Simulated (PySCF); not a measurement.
Electric field gradients and quadrupole coupling constants

Species: C6H13NOSi.
Z-matrix (Å and degrees, PBE0-D3(BJ)/def2-SVP geometry), rows numbered from 1:
```
C 
N   1  1.4336
C   2  1.2661  1  118.63
C   3  1.4885  2  123.12  1  -178.20
C   4  1.5381  3  112.50  2  -134.39
O   5  1.3994  4  113.97  3  -178.40
C   6  1.4036  5  115.42  4    72.97
C   7  1.5298  6  113.14  5   -73.29
Si  8  1.8853  7  109.46  6    55.91
H   1  1.1094  2  114.18  3    -1.40
H   1  1.1028  2  109.61  3   120.43
H   1  1.1025  2  109.64  3  -123.46
H   3  1.1149  2  121.05  1     0.32
H   4  1.1028  3  108.16  2   -13.59
H   5  1.1119  4  109.63  3   -54.26
H   5  1.1018  4  109.56  3    62.81
H   7  1.1108  6  109.97  5    50.17
H   7  1.1012  6  105.96  5   165.42
H   8  1.1021  7  110.45  6   179.43
H   8  1.1031  7  109.13  6   -62.95
H   9  1.4926  4  111.57  3   -74.07
H   9  1.4993  4  109.05  3    46.40
```

Field gradients from the PBE0/pcSseg-1 density (PySCF, non-relativistic), principal values in atomic units, ordered |Vxx| ≤ |Vyy| ≤ |Vzz|:

```csv
atom,Vxx,Vyy,Vzz
N2,0.3870,0.6847,-1.0716
O6,-0.0801,-1.9269,2.0070
```

**Question.** Find the asymmetry η = (Vxx − Vyy)/Vzz and the couplings χ = eQV/h (234.96 MHz × Q in barn × V in au), with Q(14N) = 0.02044 b, Q(17O) = −0.0256 b.

**Answer.** 
| atom | environment | nucleus | η | χzz (MHz) | χxx (MHz) | χyy (MHz) |
| --- | --- | --- | --- | --- | --- | --- |
| N2 | imine nitrogen | 14N | 0.28 | -5.15 | 1.86 | 3.29 |
| O6 | cyclic ether oxygen | 17O | 0.92 | -12.07 | 0.48 | 11.59 |

At O6 η is above 0.9: Vyy and Vzz are nearly equal in size and opposite in sign, so a small change could swap them and flip the sign of χzz. The tensor is traceless: Vxx + Vyy + Vzz = 0.

**Question.** What is Vzz at O6 in SI units (1 au = 9.71736 × 10²¹ V/m²)?

**Answer.** 2.0070 au = 19.503 × 10²¹ V/m².

**Question.** And the gradient at the other heavy atoms, for which no coupling is worked out here?

**Answer.** 
```
atom                  environment  Vzz (au)     η
  C1              N-methyl carbon     0.201  0.03
  C3                 imine carbon     0.344  0.34
  C4  sp3 carbon bound to silicon    -0.096  0.24
  C5   sp3 carbon bound to oxygen     0.328  0.39
  C7   sp3 carbon bound to oxygen     0.344  0.32
  C8  sp3 carbon bound to silicon    -0.084  0.54
 Si9                 SiH2 silicon    -0.104  0.68
```

**Question.** What couplings would deuterons (Q(2H) = 0.00286 b) have in place of the hydrogens, at this geometry?

**Answer.** 
```tsv
atom	bonded to	bond length (Å)	Vzz (au)	η	χzz (kHz)
H10	C1	1.109	0.2712	0.08	182
H11	C1	1.103	0.2848	0.05	191
H12	C1	1.102	0.2852	0.05	192
H13	C3	1.115	0.2610	0.07	175
H14	C4	1.103	0.2850	0.02	192
H15	C5	1.112	0.2620	0.07	176
H16	C5	1.102	0.2792	0.06	188
H17	C7	1.111	0.2641	0.07	177
H18	C7	1.101	0.2814	0.06	189
H19	C8	1.102	0.2938	0.04	197
H20	C8	1.103	0.2897	0.02	195
H21	Si9	1.493	0.1415	0.00	95
H22	Si9	1.499	0.1386	0.01	93
```

The structure is a single PBE0-D3(BJ)/def2-SVP conformer in the gas phase; no vibrational or solvent corrections. A larger basis could move these couplings by a tenth or more.

The run behind these numbers computed NMR shieldings as well. Time: 36 s wall; peak memory 1.1 GiB. Hardware: an Arm Neoverse V2 with one thread, shared host with 96 logical CPUs at a one-minute load of 23.
